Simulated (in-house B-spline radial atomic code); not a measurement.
## Eu7+: [Ar] 3d10 4s1 4p6 (4d3/2)3 (4d5/2)6 4f5 5s2 5p5 (with a hole in an inner shell)

Method: Dirac-Hartree-Fock, average of the jj configuration, Fermi nucleus of rms radius 5.1115 fm. Calculated with an all-electron radial atomic-structure program (B-spline basis).

Screening seen three ways: the hydrogenic charge with the same mean radius, Z_r = [3n² - l(l+1)]/(2<r>), the one with the same energy, Z_e = n√(-2ε), and Slater's rules. Values are occupation-weighted means over j. An effective charge above Z reflects the relativistic contraction of the inner shells.

```tsv
shell	electrons	ε (eV)	<r> (bohr)	Z_r	Z_e	Slater
1s	2	-48946	0.02231	67.22	59.98	62.70
2s	2	-8269.9	0.0945	63.49	49.31	58.85
2p	6	-7400.8	0.08361	59.80	46.65	58.85
3s	2	-1974.9	0.2484	54.36	36.14	51.75
3p	6	-1697	0.2465	50.71	33.50	51.75
3d	10	-1312.6	0.2254	46.58	29.47	41.85
4s	1	-517.02	0.562	42.71	24.66	35.60
4p	6	-415.29	0.5894	39.02	22.10	35.60
4d	9	-278.38	0.634	33.12	18.09	25.20
5s	2	-153.16	1.244	30.15	16.78	15.05
4f	5	-133.14	0.7197	25.01	12.51	17.60
5p	5	-123.46	1.367	26.70	15.06	15.05
```

The least bound orbital is 5p3/2 at -121.5 eV, and it is also the most diffuse (<r> = 1.384 bohr). The part-filled 4s shell lies below the filled 5s shell in orbital energy.

For the 1s electron the small component carries 5.5 % of the norm, the zero-frequency Breit interaction raises the level by 143.3 eV, self-energy by 85.42 eV, and vacuum polarisation lowers it by 13.72 eV.
